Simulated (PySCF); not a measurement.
Fill in the blanks.

CH8ClO2Si3 (doublet state).
SMILES: `[SiH3]CO[SiH2]O[SiH]Cl`

Conformer (atom-mapped SMILES and torsion angles): `[SiH3:1][CH2:2][O:3][SiH2:4][O:5][SiH:6][Cl:7]`: Si1–C2–O3–Si4 -159°, C2–O3–Si4–O5 -177°, O3–Si4–O5–Si6 -147°, Si4–O5–Si6–Cl7 -20°.

```json
{"property": "point group of the GFN2-xTB geometry", "level": "GFN2-xTB", "value": "?"}
{"property": "rotational constants A, B, C of the GFN2-xTB geometry", "level": "GFN2-xTB", "value": "?"}
{"property": "isotropic g value", "level": "unrestricted B3LYP/pcH-1, mean-field spin–orbit", "value": "2.00329"}
{"property": "spin squared ⟨S²⟩", "level": "unrestricted B3LYP/pcH-1", "value": "0.751"}
{"property": "largest isotropic hyperfine couplings (means over sets of like nuclei)", "level": "unrestricted B3LYP/pcH-1, mean-field spin–orbit", "value": "?"}
```

The electronic properties come from PySCF, for the isolated species, density fitting. One conformer (not necessarily the lowest) at the GFN2-xTB geometry, without solvent or vibrations. Hyperfine couplings depend on the geometry, which wasn't re-optimised at a DFT level. Couplings of like nuclei are plain means over topologically equivalent atoms, as if these changed places fast (by rotation of a methyl-like group, say); in this geometry the members of some sets differ.

Question: What are the rotational constants A, B, C of the GFN2-xTB geometry?

Answer: 4.117, 0.383, 0.363 GHz.

Question: Give the largest isotropic hyperfine couplings (means over sets of like nuclei).

Answer: 29Si -822.3, 1H +202.1, 17O -51.5, 35Cl +27.4, 29Si -10.8 MHz.

Question: Give the point group of the GFN2-xTB geometry.

Answer: C1.

⟨S²⟩ is 0.001 above the pure-spin value S(S + 1) = 0.75. With B = h/(8π²I), that is 505.379 GHz u Å² over I, the principal moments of inertia are 122.7, 1320.9 and 1394.1 u Å² (most abundant isotopes). g_iso is shifted by about +970 ppm from the free-electron value 2.002319.
